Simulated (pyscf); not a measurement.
Single points on ωB97X-D3(BJ)/def2-SVP structures (PySCF, gas phase).

Problem. What is the homolytic dissociation enthalpy (298 K, ωB97M-D3(BJ)/def2-TZVP) of the O–Zn bond of H₃C–Zn–O–Mg–OH, to [H₃C–Zn]• + •O–Mg–OH?

Solution. O–Zn to [H₃C–Zn]• + •O–Mg–OH: 104.9 kcal/mol. The 7 functionals that were run give +101.5 (B3LYP-D3(BJ)) to +107.6 kcal/mol (ωB97X-D3(BJ)/def2-TZVP). The radicals are drawn with the spin at the cut bond; how far it spreads was not checked. Other isomers of [H₃C–Zn]•, •O–Mg–OH were not searched in full and may lie lower. The term symbol of open-shell •O–Mg–OH was not checked; spin-orbit terms are left out. Elements up to Kr have no core potential and no relativistic terms here.
